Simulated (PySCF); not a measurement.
CF2I (SMILES F[C](F)I), doublet, at a GFN2-xTB geometry (core potentials on I), with bond 1-2 at 2.0 times its length; B3LYP/def2-SVP (PySCF).

Here is a job for PySCF.
```python
from pyscf import gto, scf, dft

mol = gto.Mole()
mol.atom = '''
    F    -2.609783   -2.114670   -0.464486
    C    -1.271159    0.029734    0.322258
    F    -1.897433    1.116629   -0.100563
    I     0.795624   -0.015959   -0.007329
'''
mol.basis = 'def2-svp'
mol.ecp = {'I': 'def2-svp'}
mol.charge = 0
mol.spin = 1
mol.verbose = 4
mol.build()

mf = dft.UKS(mol)
mf.xc = 'b3lyp'
mf.diis = False
mf.damp = 0.6
mf.diis_start_cycle = 200
mf.max_cycle = 150
mf.kernel()
mf.analyze()
```

Output, abridged:

```
PySCF version 2.14.0

[INPUT] verbose = 4
[INPUT] num. atoms = 4
[INPUT] num. electrons = 49
[INPUT] charge = 0
[INPUT] spin (= nelec alpha-beta = 2S) = 1
[INPUT] symmetry False subgroup None
[INPUT] Mole.unit = angstrom
[INPUT] Symbol           X                Y                Z      unit          X                Y                Z       unit  Magmom
[...]
nuclear repulsion = 153.480055873083
number of shells = 28
number of NR pGTOs = 133
number of NR cGTOs = 68
basis = def2-svp
ecp = {'I': 'def2-svp'}

******** <class 'pyscf.dft.uks.UKS'> ********
method = UKS
initial guess = minao
damping factor = 0.6
level_shift factor = 0
DIIS disabled
SCF conv_tol = 1e-09
SCF conv_tol_grad = None
SCF max_cycles = 150
direct_scf = True
direct_scf_tol = 1e-13
number electrons alpha = 25  beta = 24
XC library pyscf.dft.libxc version 7.1.2
    S. Lehtola, C. Steigemann, M. J. T. Oliveira, and M. A. L. Marques,  SoftwareX 7, 1–5 (2018)
XC functionals = b3lyp
    P. J. Stephens, F. J. Devlin, C. F. Chabalowski, and M. J. Frisch,  J. Phys. Chem. 98, 11623 (1994)
radial grids:
    Treutler-Ahlrichs [JCP 102, 346 (1995); DOI:10.1063/1.469408] (M4) radial grids

becke partition: Becke, JCP 88, 2547 (1988); DOI:10.1063/1.454033
pruning grids: <function nwchem_prune>
grids dens level: 3
symmetrized grids: False
atomic radii adjust function: <function treutler_atomic_radii_adjust>
small_rho_cutoff = 0
Set gradient conv threshold to 3.16228e-05
tot grids = 64600
init E= -504.148662966351

cycle= 1 E= -533.105911331054  delta_E=  -29  |g|=  2.2  |ddm|= 6.09
cycle= 2 E= -534.785082509012  delta_E= -1.68  |g|= 1.05  |ddm|= 2.92
cycle= 3 E= -534.164640492357  delta_E= 0.62  |g|= 1.39  |ddm|= 1.65
cycle= 4 E= -534.645797223802  delta_E= -0.481  |g|= 1.03  |ddm|= 1.78
cycle= 5 E= -534.885452065749  delta_E= -0.24  |g|= 0.739  |ddm|= 1.49
cycle= 6 E= -534.863302155265  delta_E= 0.0221  |g|= 0.705  |ddm|= 1.37
cycle= 7 E= -534.292954977175  delta_E= 0.57  |g|= 1.28  |ddm|= 1.61
cycle= 8 E= -534.674273926349  delta_E= -0.381  |g|= 0.979  |ddm|= 1.71
cycle= 9 E= -534.82397426248  delta_E= -0.15  |g|= 0.812  |ddm|= 1.51
cycle= 10 E= -534.838677186538  delta_E= -0.0147  |g|= 0.746  |ddm|= 1.42
cycle= 11 E= -534.38892308749  delta_E= 0.45  |g|= 1.21  |ddm|=  1.6
cycle= 12 E= -534.701469371505  delta_E= -0.313  |g|= 0.944  |ddm|= 1.67
cycle= 13 E= -534.767070268829  delta_E= -0.0656  |g|= 0.874  |ddm|= 1.53
cycle= 14 E= -534.818485397482  delta_E= -0.0514  |g|= 0.778  |ddm|= 1.46
cycle= 15 E= -534.469645365979  delta_E= 0.349  |g|= 1.14  |ddm|= 1.58
cycle= 16 E= -534.724776638463  delta_E= -0.255  |g|= 0.914  |ddm|= 1.63
cycle= 17 E= -534.711806158031  delta_E= 0.013  |g|= 0.927  |ddm|= 1.54
cycle= 18 E= -534.799266191554  delta_E= -0.0875  |g|= 0.808  |ddm|=  1.5
cycle= 19 E= -534.533893440015  delta_E= 0.265  |g|= 1.08  |ddm|= 1.57
cycle= 20 E= -534.743199037621  delta_E= -0.209  |g|= 0.889  |ddm|=  1.6
cycle= 21 E= -534.662483254263  delta_E= 0.0807  |g|= 0.967  |ddm|= 1.55
cycle= 22 E= -534.782167715637  delta_E= -0.12  |g|= 0.833  |ddm|= 1.53
cycle= 23 E= -534.576418735658  delta_E= 0.206  |g|= 1.04  |ddm|= 1.56
cycle= 24 E= -534.754912993546  delta_E= -0.178  |g|= 0.872  |ddm|= 1.58
cycle= 25 E= -534.627871923597  delta_E= 0.127  |g|= 0.988  |ddm|= 1.56
cycle= 26 E= -534.769910109637  delta_E= -0.142  |g|= 0.851  |ddm|= 1.55
cycle= 27 E= -534.59587699828  delta_E= 0.174  |g|= 1.01  |ddm|= 1.56
cycle= 28 E= -534.759486816128  delta_E= -0.164  |g|= 0.866  |ddm|= 1.57
cycle= 29 E= -534.609919602403  delta_E= 0.15  |g|= 0.993  |ddm|= 1.56
cycle= 30 E= -534.763061427215  delta_E= -0.153  |g|= 0.86  |ddm|= 1.56
cycle= 31 E= -534.600265382247  delta_E= 0.163  |g|= 0.996  |ddm|= 1.57
cycle= 32 E= -534.759582073738  delta_E= -0.159  |g|= 0.865  |ddm|= 1.57
cycle= 33 E= -534.602106810598  delta_E= 0.157  |g|= 0.99  |ddm|= 1.57
cycle= 34 E= -534.759607569326  delta_E= -0.158  |g|= 0.865  |ddm|= 1.57
cycle= 35 E= -534.599091043489  delta_E= 0.161  |g|= 0.989  |ddm|= 1.57
cycle= 36 E= -534.758276592797  delta_E= -0.159  |g|= 0.867  |ddm|= 1.57
cycle= 37 E= -534.598426501441  delta_E= 0.16  |g|= 0.987  |ddm|= 1.57
cycle= 38 E= -534.757712815618  delta_E= -0.159  |g|= 0.868  |ddm|= 1.57
cycle= 39 E= -534.597131214745  delta_E= 0.161  |g|= 0.986  |ddm|= 1.57
cycle= 40 E= -534.757034719881  delta_E= -0.16  |g|= 0.869  |ddm|= 1.57
cycle= 41 E= -534.596357499654  delta_E= 0.161  |g|= 0.984  |ddm|= 1.57
cycle= 42 E= -534.756568252193  delta_E= -0.16  |g|= 0.869  |ddm|= 1.57
cycle= 43 E= -534.595636217899  delta_E= 0.161  |g|= 0.984  |ddm|= 1.57
cycle= 44 E= -534.756167737599  delta_E= -0.161  |g|= 0.87  |ddm|= 1.57
cycle= 45 E= -534.59510161609  delta_E= 0.161  |g|= 0.983  |ddm|= 1.58
cycle= 46 E= -534.755862610214  delta_E= -0.161  |g|= 0.87  |ddm|= 1.58
cycle= 47 E= -534.594670335146  delta_E= 0.161  |g|= 0.982  |ddm|= 1.58
cycle= 48 E= -534.755620777299  delta_E= -0.161  |g|= 0.87  |ddm|= 1.58
cycle= 49 E= -534.594339397427  delta_E= 0.161  |g|= 0.982  |ddm|= 1.58
cycle= 50 E= -534.755434449798  delta_E= -0.161  |g|= 0.871  |ddm|= 1.58
cycle= 51 E= -534.594082521023  delta_E= 0.161  |g|= 0.981  |ddm|= 1.58
cycle= 52 E= -534.755290399749  delta_E= -0.161  |g|= 0.871  |ddm|= 1.58
cycle= 53 E= -534.593885917555  delta_E= 0.161  |g|= 0.981  |ddm|= 1.58
cycle= 54 E= -534.755180062951  delta_E= -0.161  |g|= 0.871  |ddm|= 1.58
cycle= 55 E= -534.59373580506  delta_E= 0.161  |g|= 0.981  |ddm|= 1.58
cycle= 56 E= -534.755095820762  delta_E= -0.161  |g|= 0.871  |ddm|= 1.58
cycle= 57 E= -534.593622045766  delta_E= 0.161  |g|= 0.981  |ddm|= 1.58
cycle= 58 E= -534.755031873617  delta_E= -0.161  |g|= 0.871  |ddm|= 1.58
cycle= 59 E= -534.593536352267  delta_E= 0.161  |g|= 0.981  |ddm|= 1.58
cycle= 60 E= -534.754983583264  delta_E= -0.161  |g|= 0.871  |ddm|= 1.58
cycle= 61 E= -534.593472323208  delta_E= 0.162  |g|= 0.981  |ddm|= 1.58
cycle= 62 E= -534.75494735471  delta_E= -0.161  |g|= 0.871  |ddm|= 1.58
[...]
cycle= 111 E= -534.593390386044  delta_E= 0.161  |g|= 0.98  |ddm|= 1.58
cycle= 112 E= -534.754886965844  delta_E= -0.161  |g|= 0.871  |ddm|= 1.58
cycle= 113 E= -534.593394709424  delta_E= 0.161  |g|= 0.98  |ddm|= 1.58
cycle= 114 E= -534.754888864526  delta_E= -0.161  |g|= 0.871  |ddm|= 1.58
cycle= 115 E= -534.593398931857  delta_E= 0.161  |g|= 0.98  |ddm|= 1.58
cycle= 116 E= -534.754890714666  delta_E= -0.161  |g|= 0.871  |ddm|= 1.58
cycle= 117 E= -534.593403051548  delta_E= 0.161  |g|= 0.98  |ddm|= 1.58
cycle= 118 E= -534.754892515176  delta_E= -0.161  |g|= 0.871  |ddm|= 1.58
cycle= 119 E= -534.593407067547  delta_E= 0.161  |g|= 0.98  |ddm|= 1.58
cycle= 120 E= -534.754894265451  delta_E= -0.161  |g|= 0.871  |ddm|= 1.58
cycle= 121 E= -534.59341097957  delta_E= 0.161  |g|= 0.98  |ddm|= 1.58
cycle= 122 E= -534.754895965236  delta_E= -0.161  |g|= 0.871  |ddm|= 1.58
cycle= 123 E= -534.593414787828  delta_E= 0.161  |g|= 0.98  |ddm|= 1.58
cycle= 124 E= -534.754897614564  delta_E= -0.161  |g|= 0.871  |ddm|= 1.58
cycle= 125 E= -534.593418492899  delta_E= 0.161  |g|= 0.98  |ddm|= 1.58
cycle= 126 E= -534.754899213671  delta_E= -0.161  |g|= 0.871  |ddm|= 1.58
cycle= 127 E= -534.593422095646  delta_E= 0.161  |g|= 0.98  |ddm|= 1.58
cycle= 128 E= -534.754900762938  delta_E= -0.161  |g|= 0.871  |ddm|= 1.58
cycle= 129 E= -534.593425597136  delta_E= 0.161  |g|= 0.98  |ddm|= 1.58
cycle= 130 E= -534.754902262879  delta_E= -0.161  |g|= 0.871  |ddm|= 1.58
cycle= 131 E= -534.593428998602  delta_E= 0.161  |g|= 0.98  |ddm|= 1.58
cycle= 132 E= -534.754903714081  delta_E= -0.161  |g|= 0.871  |ddm|= 1.58
cycle= 133 E= -534.593432301384  delta_E= 0.161  |g|= 0.98  |ddm|= 1.58
cycle= 134 E= -534.754905117205  delta_E= -0.161  |g|= 0.871  |ddm|= 1.58
cycle= 135 E= -534.593435506902  delta_E= 0.161  |g|= 0.98  |ddm|= 1.58
cycle= 136 E= -534.754906472951  delta_E= -0.161  |g|= 0.871  |ddm|= 1.58
cycle= 137 E= -534.59343861664  delta_E= 0.161  |g|= 0.98  |ddm|= 1.58
cycle= 138 E= -534.754907782055  delta_E= -0.161  |g|= 0.871  |ddm|= 1.58
cycle= 139 E= -534.593441632125  delta_E= 0.161  |g|= 0.98  |ddm|= 1.58
cycle= 140 E= -534.754909045279  delta_E= -0.161  |g|= 0.871  |ddm|= 1.58
cycle= 141 E= -534.593444554903  delta_E= 0.161  |g|= 0.98  |ddm|= 1.58
cycle= 142 E= -534.754910263394  delta_E= -0.161  |g|= 0.871  |ddm|= 1.58
cycle= 143 E= -534.593447386538  delta_E= 0.161  |g|= 0.98  |ddm|= 1.58
cycle= 144 E= -534.754911437188  delta_E= -0.161  |g|= 0.871  |ddm|= 1.58
cycle= 145 E= -534.593450128613  delta_E= 0.161  |g|= 0.98  |ddm|= 1.58
cycle= 146 E= -534.754912567442  delta_E= -0.161  |g|= 0.871  |ddm|= 1.58
cycle= 147 E= -534.593452782686  delta_E= 0.161  |g|= 0.98  |ddm|= 1.58
cycle= 148 E= -534.754913654952  delta_E= -0.161  |g|= 0.871  |ddm|= 1.58
cycle= 149 E= -534.593455350335  delta_E= 0.161  |g|= 0.98  |ddm|= 1.58
cycle= 150 E= -534.754914700503  delta_E= -0.161  |g|= 0.871  |ddm|= 1.58
SCF not converged.
SCF energy = -534.754914700503 after 150 cycles  <S^2> = 0.75737417  2S+1 = 2.0073606
**** SCF Summaries ****
Total Energy =                        -534.754914700503150
Nuclear Repulsion Energy =             153.480055873082875
One-electron Energy =                -1152.251682944639015
Two-electron Energy =                  464.016712371053075
Two-electron Coulomb Energy =          512.842629968193592
DFT Exchange-Correlation Energy =      -48.825917597140531
**** MO energy ****
                             alpha | beta                alpha | beta
[...]
spin_pop of  0 F 1s       -0.00000
spin_pop of  0 F 2s        0.00063
spin_pop of  0 F 3s        0.00011
spin_pop of  0 F 2px       0.00294
spin_pop of  0 F 2py       0.00946
spin_pop of  0 F 2pz      -0.00015
spin_pop of  0 F 3px       0.00114
spin_pop of  0 F 3py       0.00183
spin_pop of  0 F 3pz       0.00296
spin_pop of  0 F 3dxy      0.00003
spin_pop of  0 F 3dyz      0.00000
spin_pop of  0 F 3dz^2     0.00003
spin_pop of  0 F 3dxz      0.00000
spin_pop of  0 F 3dx2-y2    0.00001
spin_pop of  1 C 1s        0.00000
spin_pop of  1 C 2s        0.18114
spin_pop of  1 C 3s        0.00026
spin_pop of  1 C 2px       0.16910
spin_pop of  1 C 2py       0.17056
spin_pop of  1 C 2pz       0.04473
spin_pop of  1 C 3px       0.01750
spin_pop of  1 C 3py      -0.00006
spin_pop of  1 C 3pz       0.00103
spin_pop of  1 C 3dxy      0.00001
spin_pop of  1 C 3dyz     -0.00004
spin_pop of  1 C 3dz^2     0.00095
spin_pop of  1 C 3dxz      0.00012
spin_pop of  1 C 3dx2-y2    0.00109
spin_pop of  2 F 1s        0.00000
spin_pop of  2 F 2s        0.00061
spin_pop of  2 F 3s       -0.00003
spin_pop of  2 F 2px       0.01710
spin_pop of  2 F 2py       0.05128
spin_pop of  2 F 2pz       0.02019
spin_pop of  2 F 3px       0.00062
spin_pop of  2 F 3py       0.00015
spin_pop of  2 F 3pz       0.00004
spin_pop of  2 F 3dxy      0.00002
spin_pop of  2 F 3dyz      0.00004
spin_pop of  2 F 3dz^2     0.00002
spin_pop of  2 F 3dxz      0.00000
spin_pop of  2 F 3dx2-y2    0.00001
spin_pop of  3 I 4s       -0.00000
spin_pop of  3 I 5s       -0.00183
spin_pop of  3 I 6s        0.00929
spin_pop of  3 I 7s        0.00363
spin_pop of  3 I 4px       0.00001
spin_pop of  3 I 4py       0.00236
spin_pop of  3 I 4pz       0.00054
spin_pop of  3 I 5px       0.00304
spin_pop of  3 I 5py       0.00020
spin_pop of  3 I 5pz       0.00015
spin_pop of  3 I 6px       0.00174
spin_pop of  3 I 6py       0.18016
spin_pop of  3 I 6pz       0.05116
spin_pop of  3 I 7px       0.04298
spin_pop of  3 I 7py       0.00573
spin_pop of  3 I 7pz       0.00011
spin_pop of  3 I 4dxy      0.00007
spin_pop of  3 I 4dyz     -0.00001
spin_pop of  3 I 4dz^2     0.00028
spin_pop of  3 I 4dxz     -0.00003
spin_pop of  3 I 4dx2-y2    0.00002
spin_pop of  3 I 5dxy     -0.00003
spin_pop of  3 I 5dyz      0.00068
spin_pop of  3 I 5dz^2     0.00094
spin_pop of  3 I 5dxz      0.00281
spin_pop of  3 I 5dx2-y2    0.00057
In total            25.00000 | 24.00000
Dipole moment(X, Y, Z, Debye):  7.15587, 10.38297,  3.71544
```

The run did not converge; its last values are not results.
